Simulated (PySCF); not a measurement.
Se(F)(OSiH3) (FH3OSeSi), SMILES F[Se]O[SiH3]. Atoms are numbered in the order given.

```xyz
7

Se    -0.2100     0.5556     0.7856
F     -1.8528     0.2784     0.1247
O      0.6609    -0.8540     0.0765
Si     1.0676    -0.8532    -1.5931
H     -0.1368    -1.1807    -2.4254
H      2.1033    -1.9282    -1.7305
H      1.6161     0.4898    -1.9846
```

Coordinates come from a PBE-D3(BJ)/def2-SVP optimisation. The geometry has at least one imaginary mode, so it is a saddle point at that level. Other conformers were not sampled.

Two levels are set side by side: PBE/pcSseg-1 (PySCF) and KT2/pcSseg-1 (PySCF). GIAO shifts against CFCl3 (¹⁹F), H2O (¹⁷O), Me2Se (⁷⁷Se), TMS (²⁹Si), TMS (¹H) at the same level; non-relativistic, no solvent, atoms listed together averaged. Differences are taken from unrounded values.

| quantity | PBE |
|---|---|
| δ(⁷⁷Se) of Se1 (ppm) | 3384.6 |
| δ(¹⁹F) of F2 (ppm) | -254.5 |
| δ(¹⁷O) of O3 (ppm) | 167.7 |
| δ(²⁹Si) of Si4 (ppm) | -2.5 |

Q: These are the PBE values. What does KT2 give? (The exact figures need the calculation; the answer reports its results.)

A: 
| quantity | KT2 | PBE minus KT2 |
|---|---|---|
| δ(⁷⁷Se) of Se1 (ppm) | 3301.4 | 83.2 |
| δ(¹⁹F) of F2 (ppm) | -259.8 | 5.4 |
| δ(¹⁷O) of O3 (ppm) | 160.8 | 6.9 |
| δ(²⁹Si) of Si4 (ppm) | 0.6 | -3.2 |

Rough cost on one machine, each run with all the roots and properties that it gave: KT2 against PBE within a factor of 2.
